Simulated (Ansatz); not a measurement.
**Ligand exchange: SiH3(CH3) + GaH2I → SiH3I + GaH2(CH3)**

Species: SiH3(CH3), singlet; GaH2I `[GaH2][I]`, singlet; SiH3I `[SiH3]I`, singlet; GaH2(CH3), singlet. The partners trade CH3 for I: Si–CH3 and Ga–I bonds give way to Si–I and Ga–CH3.

Shapes, held fixed at every level: PBE0-D4/def2-TZVP. Programs: Ansatz 0.2.0. Electronic energies: no zero-point or thermal term.

```json
{"level": "HF/def2-SVP", "kind": "Hartree–Fock", "ΔE (kJ/mol)": "+86.1", "less CCSD(T)/def2-TZVPP": "+15.8"}
{"level": "HF/def2-TZVPP", "kind": "Hartree–Fock", "ΔE (kJ/mol)": "+81.7", "less CCSD(T)/def2-TZVPP": "+11.4"}
{"level": "PBE0-D4/def2-TZVPP", "kind": "global hybrid", "ΔE (kJ/mol)": "+70.8", "less CCSD(T)/def2-TZVPP": "+0.5"}
{"level": "wB97X-V/def2-TZVPP", "kind": "range-separated hybrid", "ΔE (kJ/mol)": "+69.6", "less CCSD(T)/def2-TZVPP": "-0.7"}
{"level": "MP2/def2-SVP", "kind": "perturbation theory", "ΔE (kJ/mol)": "+79.3", "less CCSD(T)/def2-TZVPP": "+9.0"}
{"level": "MP2/def2-TZVPP", "kind": "perturbation theory", "ΔE (kJ/mol)": "+68.2", "less CCSD(T)/def2-TZVPP": "-2.1"}
{"level": "CCSD(T)/def2-SVP", "kind": "coupled cluster or CI", "ΔE (kJ/mol)": "+80.8", "less CCSD(T)/def2-TZVPP": "+10.5"}
{"level": "CCSD(T)/def2-TZVPP", "kind": "coupled cluster or CI", "ΔE (kJ/mol)": "+70.3", "less CCSD(T)/def2-TZVPP": "0.0"}
```

The highest level, CCSD(T)/def2-TZVPP, gives ΔE = +70.3 kJ/mol; the levels span +68.2 to +86.1. The column of differences is taken from that level and isn't an error. No measured value is set beside it here. For atoms past krypton def2 sets carry core potentials with scalar relativity. Relativity is left out for Ga unless named. Correlated rows may include outer-core shells of Ga, I, which these sets cover unevenly.
